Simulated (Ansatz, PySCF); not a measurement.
Gas-phase reaction in SMILES: C[Si](C)(C)Br [bromo(trimethyl)silane] + 3 [SiH4] (SiH4) → 3 C[SiH3] + [SiH3]Br [bromosilane]
Geometries: B3LYP-D3(BJ)/def2-TZVP minima from Ansatz (an electronic-structure program). Frequencies are from Ansatz or PySCF.

Quantity: bond separation energy (enthalpy at 298 K, with B3LYP-D3(BJ) rigid-rotor harmonic-oscillator terms), in kcal/mol. Correlated levels leave the core frozen unless marked. Spin-orbit coupling is left out. Frozen are the shells of the preceding noble gas and the d and f shells that filled before the atom's block. Non-relativistic. CBS(X,Y): correlation extrapolated as X^-3; Hartree-Fock from the larger set. [CCSD(T)-MP2]/basis is that difference in the basis named.

| level | program | bond separation energy (kcal/mol) | minus last row |
|---|---|---|---|
| HF/6-31G | Ansatz | 9.9 | 2.0 |
| HF/def2-TZVPPD | Ansatz | 5.1 | -2.8 |
| PBE-D3(BJ)/def2-TZVPD | Ansatz + dftd3 | 7.9 | 0.0 |
| BLYP-D3(BJ)/def2-TZVPD | Ansatz + dftd3 | 8.5 | 0.6 |
| B97M-V/def2-TZVPD | Ansatz | 8.1 | 0.2 |
| PBE0-D4/def2-TZVP | Ansatz + dftd4 | 7.9 | 0.0 |
| PBE0-D4/def2-TZVPD | Ansatz + dftd4 | 8.1 | 0.2 |
| BHLYP-D4/def2-TZVPD | Ansatz + dftd4 | 8.4 | 0.5 |
| HSE06/def2-TZVPD | Ansatz | 6.3 | -1.6 |
| LC-wPBE/def2-TZVPD | Ansatz | 6.6 | -1.3 |
| B2GP-PLYP-D3(BJ)/def2-TZVPD | Ansatz + dftd3 | 8.5 | 0.6 |
| B2GP-PLYP/def2-TZVPD | Ansatz | 7.4 | -0.5 |
| B2PLYP-D3(BJ)/def2-TZVPD | Ansatz + dftd3 | 8.5 | 0.6 |
| B2PLYP/def2-TZVPD | Ansatz | 7.0 | -0.9 |
| MP2/def2-SVPD | Ansatz | 12.0 | 4.1 |
| MP2/def2-TZVPP | Ansatz | 8.8 | 0.9 |
| SCS-MP2/def2-SVPD | Ansatz | 11.0 | 3.1 |
| SCS-MP2/def2-TZVPP | Ansatz | 7.8 | -0.1 |
| CCSD(T)/STO-3G | Ansatz | 5.3 | -2.6 |
| CCSD(T)/def2-TZVPPD | Ansatz | 8.9 | 1.0 |
| RI-MP2/CBS(def2-TZVPPD,def2-QZVPPD)+[CCSD(T)-MP2]/def2-TZVPPD | Ansatz | 7.9 | 0.0 |
